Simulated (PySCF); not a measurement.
C4HCl2F, SMILES C#CC(F)=C(Cl)Cl. The structure is a stationary point at PBE-D3(BJ)/def2-SVP. The structure was generated by enumeration, and PubChem lists no compound with its InChIKey, so it may never have been made.

**Question.** Give the equilibrium geometry at PBE-D3(BJ)/def2-SVP (PySCF confirms it by a frequency run) as Cartesian coordinates in Å, and its point group. (Estimate from the structure and the level; the computed values follow.)

**Answer.** point group Cs.
```xyz
8

C     -0.1638     3.1518     0.0000
C      0.2125     1.9849     0.0000
C      0.6841     0.6505     0.0000
F      2.0206     0.4857     0.0000
C     -0.1136    -0.4612     0.0000
Cl    -1.8313    -0.3436     0.0000
Cl     0.5726    -2.0391     0.0000
H     -0.5026     4.1788     0.0000
```
Charge 0, spin multiplicity 1.
